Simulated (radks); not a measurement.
Task: All-electron atom: Ti V in [Ar]. All-electron calculation, non-relativistic Kohn-Sham, PBEsol, spin-polarised, spherical densities, point nucleus. Program: a radial shooting solver on a logarithmic mesh with Libxc functionals. Some entries of the table are withheld. Estimate them.

| orbital | occ. | eigenvalue (eV) | <r> (bohr) | <r^2> (bohr^2) |
|---|---|---|---|---|
| 1s | 2 | -4884.826 | 0.07023 | (1) |
| 2s | 2 | -585.9043 | 0.3278 | (2) |
| 2p | 6 | -498.6639 | 0.2910 | (3) |
| 3s | 2 | (4) | 0.9815 | 1.104 |
| 3p | 6 | -89.2315 | 1.028 | 1.231 |

Result: 
(1) 1s <r^2> (bohr^2): 0.006620
(2) 2s <r^2> (bohr^2): 0.1270
(3) 2p <r^2> (bohr^2): 0.1044
(4) 3s eigenvalue (eV): -112.8602
